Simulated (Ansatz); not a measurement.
Consider the substitution at a C–Si bond: `C=C[SiH](Br)C=C` + `[SiH3]S` → `C=CS[SiH3]` + `C=C[SiH2]Br`.

Gas-phase electronic energies from Ansatz, PBE0-D4/def2-TZVP geometries. CBS: MP2 limit from def2 TZ/QZ plus the TZ coupled-cluster correction, frozen cores. DFT in def2-TZVPP. For Br outer-core shells are correlated without core-valence functions, which leaves a few kJ/mol of doubt a bond. Scalar relativity is left out up to krypton. Each species was taken in one conformer, which may not be the lowest.

```tsv
level	ΔE (kcal/mol)
PBE-D4	9.7
B97M-V	11.3
r2SCAN0	11.1
CCSD/CBS(def2)	12.4
```

(1) What does CCSD(T)/CBS give? (Estimate.)

Largest T1 diagnostic among the species: 0.012.

## Answers

(1) Computed: +12.1 kcal/mol. The listed levels differ from it by -2.4, -0.8, -1.0, 0.3 kcal/mol.

Leaving LDA and LC-ωPBE aside and taking each functional with its dispersion term where it has one, the values, not all of them listed here, spread over 2.5 kcal/mol, from revPBE-D4 to ωB97M-V. At CCSD(T), def2-SVP lies −0.9 kcal/mol from the extrapolated value and def2-TZVPP +0.0 kcal/mol. From PBE to PBE0 (25 % exact exchange), in def2-TZVPP and without D4, ΔE moves by +1.1 kcal/mol.
